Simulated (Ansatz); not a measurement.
`O=[CH][GeH2][SeH]` + `CC[SiH3]` → `[SiH3]CC[SeH]` + `O=[CH][GeH3]`  (formal exchange of groups at the Se–Ge bond)

Program: Ansatz. Geometries: PBE0-D4/def2-TZVP. ΔE: electronic, gas phase. CBS: MP2 limit from def2 TZ/QZ plus the TZ coupled-cluster correction, frozen cores. Functionals use def2-TZVPP. For Ge, Se outer-core shells are correlated without core-valence functions, which leaves a few kJ/mol of doubt a bond. Scalar relativity is left out up to krypton. Each species was taken in one conformer, which may not be the lowest.

```tsv
level	ΔE (kcal/mol)
PBE-D4	25.3
ωB97X-V	24.9
PBE	25.5
r2SCAN	26.2
CCSD(T)/def2-TZVPP	24.4
MP2/def2-QZVPP	25.2
MP2/CBS(def2)	25.4
CCSD/CBS(def2)	25.1
```

What does CCSD(T)/CBS give? (Estimate.)

The calculation gave: +24.8 kcal/mol. The listed levels differ from it by 0.5, 0.1, 0.7, 1.4, -0.4, 0.4, 0.6, 0.3 kcal/mol.

Largest T1 diagnostic among the species: 0.014.

In def2-TZVPP, CCSD(T) changes the Hartree–Fock value by −2.6 kcal/mol (the triples alone add −0.3 kcal/mol) and MP2 by −2.0 kcal/mol.
